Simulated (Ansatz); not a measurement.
Cost and result for the atomization energy of CH₅NTeZn (`[NH2][Zn][CH2][TeH]`) (9 atoms, 8 bonds).

```xyz
9

N     1.362    2.199    0.330
Zn    0.303    0.727    0.266
C    -0.860   -0.804    0.087
Te   -0.247   -2.012   -1.574
H     1.126    2.949    0.963
H     2.365    2.081    0.336
H    -1.891   -0.492   -0.084
H    -0.809   -1.420    0.984
H    -1.348   -3.229   -1.308
```

Charge 0, multiplicity 1. For Zn the d shell is correlated and the shells below it are frozen. Correlated methods include outer-core shells of Te, which these sets cover unevenly. Scalar relativity is left out up to krypton. Te takes the def2 core potential. The structure was optimised at the PBE0-D4/def2-TZVP level. It is one conformer, not always the lowest. Program: Ansatz. All runs use 4 threads of an Arm Neoverse V2 on a shared host. Times are those of one run each, without the atoms' runs, and a repeat can differ threefold. Electronic energies, without spin–orbit coupling; frozen cores. CCSD(T)/CBS adds CCSD(T) − MP2 in def2-TZVPP to the MP2 limit, and its time is that of the two runs behind it. T1 = 0.013. With those shells the extrapolation isn't a true limit. HSE06 is the plane-wave form, built on full-range PBE exchange.

CCSD(T)/CBS is a level of theory with its own doubt, some kJ/mol a heavy atom from the limit and from the frozen cores, so smaller differences don't rank the functionals.

```tsv
level	functions	wall time
LDA (SPW92)/def2-TZVPP	246	1.2 s
revPBE-D4/def2-TZVPP	246	2 s
PBE0-D4/def2-TZVPP	246	3 s
HSE06-D4/def2-TZVPP	246	3.3 s
CAM-B3LYP-D4/def2-TZVPP	246	3.4 s
r2SCAN-D4/def2-TZVPP (with forces)	246	4.5 s
B2PLYP/def2-TZVPP	246	5.5 s
B97M-V/def2-TZVPP	246	8 s
CCSD(T)/def2-SVP	110	8 s
ωB97M-V/def2-TZVPP (with forces)	246	11 s
MP2/def2-QZVPP	446	16 s
CCSD(T)/def2-TZVPP	246	3.7 min
CCSD(T)/CBS(def2)	–	3.9 min
```

Question: What atomization energy does each give, and how far from CCSD(T)/CBS? (An estimate is asked.)

Answer: The calculation gave: 
| level | atomization (kcal/mol) | difference from CCSD(T)/CBS | per bond |
| --- | --- | --- | --- |
| LDA (SPW92)/def2-TZVPP | 718.9 | 97.4 | 12.2 |
| revPBE-D4/def2-TZVPP | 612.3 | -9.2 | -1.2 |
| PBE0-D4/def2-TZVPP | 616.9 | -4.6 | -0.6 |
| HSE06-D4/def2-TZVPP | 617.2 | -4.3 | -0.5 |
| CAM-B3LYP-D4/def2-TZVPP | 618.1 | -3.4 | -0.4 |
| r2SCAN-D4/def2-TZVPP (with forces) | 617.8 | -3.7 | -0.5 |
| B2PLYP/def2-TZVPP | 608.1 | -13.4 | -1.7 |
| B97M-V/def2-TZVPP | 613.4 | -8.1 | -1.0 |
| CCSD(T)/def2-SVP | 564.6 | -56.9 | -7.1 |
| ωB97M-V/def2-TZVPP (with forces) | 616.5 | -5.0 | -0.6 |
| MP2/def2-QZVPP | 622.4 | 0.9 | 0.1 |
| CCSD(T)/def2-TZVPP | 599.3 | -22.2 | -2.8 |
| CCSD(T)/CBS(def2) | 621.5 | 0.0 | 0.0 |

In def2-TZVPP, CCSD(T) changes the Hartree–Fock value by +192.1 kcal/mol (the triples alone add +12.1 kcal/mol) and MP2 by +201.6 kcal/mol; breaking electron pairs costs correlation energy, which Hartree–Fock lacks. From PBE to PBE0 (25 % exact exchange), in def2-TZVPP and without D4, the atomization energy moves by −12.8 kcal/mol: exact exchange takes away binding that semilocal exchange gives to molecules. Leaving LDA and LC-ωPBE aside and taking each functional with its dispersion term where it has one, the values, not all of them listed here, spread over 37.0 kcal/mol, from BHLYP-D4 to PBE-D4. LDA lies +92.9 kcal/mol from PBE without D4, its usual overbinding.

Spin–orbit coupling would lower the free Te atoms strongly, and the atomization energy with them, by more than many differences here.
